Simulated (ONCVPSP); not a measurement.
## Ca (Z = 20): excitation energies, all-electron against ONCV

calcium (Ca), optimised norm-conserving Vanderbilt (ONCV), made with ONCVPSP 4.0.1 (LDA (Perdew-Wang 92), scalar-relativistic). Core [Ne] 3s2, reference 3p6 4s2. Waves: 4s: rc 3.05 bohr, ncon 4, nbas 8, qcut 1.9 1/bohr, 2 projectors, debl 3.6 Ha; 3p: rc 1.30 bohr, ncon 3, nbas 6, qcut 5.9 1/bohr, 3 projectors, debl 3.8 Ha; d scattering state at 0.05 Ha: rc 2.80 bohr, ncon 3, nbas 6, qcut 3.3 1/bohr, 2 projectors, debl 0.8 Ha. Local part: polynomial inside 0.85 bohr (lpopt 5, dvloc0 2 Ha). Core correction: Teter function, fcfact 5, rcfact 1.65.

In the d channel the program set the typed energies aside and used -0.078, 0.722 Ha.

Energies are relative to the spin-unpolarised reference configuration 3p6 4s2; without spin polarisation the order of configurations can differ from experiment.

```tsv
valence configuration	charge	ΔE all-electron (eV)	error AE − PS (meV)
3p6 4s1	+1	6.458	+4.1
3p6 4s0	+2	18.403	+26
3p6 4s1.5	+0.5	2.564	+0.7
```

**Question.** What are ΔE and the potential's error for 3p6 4s0 4p2?

**Answer.** ΔE = 5.113 eV all-electron; the error (AE − PS) is -1.0 meV.

Levels in the configuration 3p6 4s0 4p2:

| level | all-electron (eV) | pseudo (eV) |
| --- | --- | --- |
| 3p | -30.556 | -30.333 |
| 4p | -2.425 | -2.422 |

Note: ghosts flagged at negative energy: s at -46.6 eV; GHOST(+) flagged for d at 35.1 eV, s at 112.5 eV. A true bound ghost makes a file unfit for plane-wave use.
